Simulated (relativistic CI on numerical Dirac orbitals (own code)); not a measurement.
## Transition arrays of Mo XIX

Method of calculation: Dirac-Coulomb-Breit CI, separate exchange-only KLI orbitals for each configuration, model QED (radiative potential, 1s self-energy scaled to tabulated hydrogen-like ionisation energies), valence Slater integrals scaled by 0.9, whole transition arrays (own radial code, finite nucleus).

Configurations in the expansion (outside the closed core [Ne] 3s2): 3p6 3d6, 3p6 3d5 4f, 3p5 3d7, 3p6 3d5 4p, 3p6 3d5 5f. Levels of other configurations are missing.

All E1 lines from the levels of 3p6 3d6; mean and standard deviation are weighted by gf, and upper levels are sorted by their leading configuration.

```tsv
Upper configuration	Lines	Σgf	Mean (eV)	Mean (nm)	σ (eV)	Strongest line (nm)
3p6 3d5 4f	5470	787.9	450.84	2.750	5.27	2.731
3p5 3d7	1718	177.4	172.17	7.201	12.74	6.547
3p6 3d5 4p	3245	57.9	339.44	3.653	5.15	3.667
3p6 3d5 5f	5470	322.8	563.71	2.199	5.91	2.194
```

Σgf per state of the lower configuration in bins of 0.2 nm over the central range (centre: value): 2.1: 0.89, 2.3: 0.64, 2.7: 3.43, 2.9: 0.32, 3.5: 0.04, 3.7: 0.24, 6.5: 0.06, 6.7: 0.17, 6.9: 0.11, 7.1: 0.12, 7.3: 0.06, 7.5: 0.09, 7.7: 0.07.

Task: How do configuration mixing and the scaling of the Slater integrals move the arrays?

Result: Slater scale 0.9, no configuration mixing: 3p6 3d5 4f 451.1 ± 5.3 eV (Σgf 807.7), 3p5 3d7 172.7 ± 12.9 eV (Σgf 194.7), 3p6 3d5 4p 339.6 ± 5.1 eV (Σgf 56.6), 3p6 3d5 5f 563.4 ± 5.9 eV (Σgf 245.6); Slater scale 1: 3p6 3d5 4f 451.7 ± 5.8 eV (Σgf 792.3), 3p5 3d7 173.4 ± 13.6 eV (Σgf 176.6), 3p6 3d5 4p 339.5 ± 5.7 eV (Σgf 58.1), 3p6 3d5 5f 564.1 ± 6.5 eV (Σgf 325.3); Slater scale 0.8: 3p6 3d5 4f 449.9 ± 4.8 eV (Σgf 783.5), 3p5 3d7 170.9 ± 11.9 eV (Σgf 178.1), 3p6 3d5 4p 339.3 ± 4.6 eV (Σgf 57.7), 3p6 3d5 5f 563.3 ± 5.3 eV (Σgf 320.4). With mixing, levels are counted to their leading configuration, so an array can shrink or vanish into another, and the sums then hold other lines.
